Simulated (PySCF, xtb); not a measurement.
Si(Cl)3(NH2) (Cl3H2NSi), SMILES N[Si](Cl)(Cl)Cl.

GFN2-xTB in xtb at its own geometry gives an orbital gap of 6.93 eV and a dipole moment of 2.72 D.

Geometry optimised at B3LYP-D3(BJ)/def2-SVP. Other conformers were not sampled.

What does PySCF with PBE/def2-TZVP give? (Estimate from the structure and the level; the computed values follow.)

gap 5.78 eV (levels -6.87 and -1.10 eV), dipole 2.46 D.
